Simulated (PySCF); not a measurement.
C4H5Si, SMILES C1=C[SiH2][C]=C1, multiplicity 2.

Geometry optimised at PBE0-D3(BJ)/def2-SVP. The isomer is the one that the SMILES or the coordinates give; other isomers of the formula were not compared.

Method: PBE/def2-TZVP (PySCF).

Isolated molecule, no solvent.

| Item | Value |
|---|---|
| total energy | -444.50351 hartree |
| point group | Cs |
| α spin, highest occupied and lowest empty level | -5.90 and -2.65 eV |
| β spin, highest occupied and lowest empty level | -5.82 and -3.68 eV |
| dipole moment | 1.17 D |
| quadrupole, principal values (traceless, Buckingham form, about the centre of nuclear charge) | -4.29, -0.92, 5.22 D·Å |
| mean static polarisability | 68.9 bohr³ (10.21 Å³) |
| polarisability, principal values | 48.7, 70.6, 87.3 bohr³ |
| ⟨S²⟩ | 0.763 (pure state 0.75) |
